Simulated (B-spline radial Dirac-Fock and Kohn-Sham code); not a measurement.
## Dipole and non-dipole photoemission parameters of Mn⁷⁺ 2p3/2

System: manganese as Mn⁷⁺, [Ne] 3s2 3p6; threshold 807.8 eV (orbital energy of the model). The computed values come from a B-spline atomic structure program: Dirac-Hartree-Slater photoionisation with a Latter tail; cross sections with all multipoles, angular parameters from the dipole term and its interference with E2.

The run's input, task.json:

```json
{"items": [{
  "Z": 25,
  "q": 7,
  "cfg": [[1, 0, 2], [2, 0, 2], [2, 1, 6], [3, 0, 2], [3, 1, 6]],
  "A": 55,
  "rrms": 3.7057,
  "do": "xps",
  "hv": [53.7, 55.9, 62.7, 79.5, 80, 117.0, 199.0, 201.0, 214.0, 277.0, 404.0, 508.0, 600, 602.0, 923.0, 1000, 1600.0, 2220.0, 2984.4, 4000, 4330.0, 4360.0, 5414.7, 6390.0, 6670.0, 9170.0, 9251.7, 9330.0, 14000.0, 15000]
}]}
```

Launch: `python xray2_run.py task.json out`

```csv
hν (eV),σ (kb),β,γ,δ
923,451,1.346,-0.042,0.014
1000,365,1.410,0.021,0.017
1600,101,1.460,0.373,0.029
2220,39.2,1.381,0.601,0.042
2984.4,16.0,1.274,0.793,0.060
4000,6.36,1.146,0.964,0.084
4330,4.93,1.108,1.008,0.093
4360,4.82,1.105,1.011,0.093
5414.7,2.38,0.999,1.122,0.119
6390,1.37,0.916,1.199,0.143
6670,1.19,0.895,1.218,0.149
9170,?,?,?,?
9251.7,0.388,0.731,1.355,0.208
9330,0.377,0.727,1.358,0.210
14000,0.0901,0.535,1.494,0.304
15000,0.0703,0.504,1.515,0.323
```

Q: Give the values at 9170 eV.

A: σ = 0.400 kb, β = 0.736, γ = 1.351, δ = 0.206.
